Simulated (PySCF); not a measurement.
Bond curve of GeSb

Set-up: basis Ge cc-pVDZ-PP with ECP10, Sb cc-pVDZ-PP with ECP28; scalar-relativistic core potentials; PySCF 2.14. Energies in eV from Ge + Sb in their ground configurations at the same level. State: ²Π (doublet), unpaired electrons π ↑.

| R (Å) | r²SCAN |
| --- | --- |
| 2.115 | -1.330 |
| 2.213 | -2.037 |
| 2.312 | -2.423 |
| 2.385 | -2.558 |
| 2.459 | -2.597 |
| 2.533 | -2.562 |
| 2.631 | -2.438 |
| 2.754 | -2.218 |
| 2.902 | -1.919 |
| 3.098 | -1.517 |

Put a parabola through the three lowest points of the r²SCAN curve and estimate Re, k and ωe (reduced mass 45.87 u; 1 eV/Å² = 0.16022 mdyn/Å; ωe = 1302.8·√(k/μ) cm⁻¹).

Through R = 2.385, 2.459, 2.533 Å the second-order coefficient is 6.76 eV/Å², so Re ≈ 2.461 Å, k ≈ 2.17 mdyn/Å and ωe ≈ 283 cm⁻¹. A polynomial fit of higher order to the unrounded r²SCAN energies gives Re = 2.457 Å, k = 2.16 mdyn/Å, ωe = 283 cm⁻¹; anharmonicity and rounding make the difference.

The higher-order fit for each curve: r²SCAN: Re = 2.457 Å, ωe = 283 cm⁻¹, De = 2.60 eV.

⟨S²⟩ of the unrestricted solution departs from its pure value on part of the curve, where spin states mix. Spin–orbit coupling is left out, which matters for elements this heavy, above all for dissociation energies. The state is the lowest determinant that a PBE0 search found; another state may lie lower at other levels.
